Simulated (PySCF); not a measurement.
Vertical excitations of a molecule C4H5NO from PySCF with TDA-B3LYP/def2-SVPD, as energy in eV (oscillator strength): 4.92 (0.265), 5.30 (0.005), 6.10 (0.027), 6.72 (0.000), 7.24 (0.010), 7.34 (0.240), 7.40 (0.001), 7.56 (0.000), 7.75 (0.111), 7.76 (0.002). Lowest triplet (TDA): 3.04 eV. The structure is a stationary point at ωB97X-D3(BJ)/def2-SVP. The values are those of a single conformer.

Task: Pick the molecule that these values belong to.
A) C=C/C=N/C=O
B) N#C[C@@H]1C[C@@H]1O
C) C=C1C=NCO1
D) C=C1COC=N1

Result: C, C=C1C=NCO1
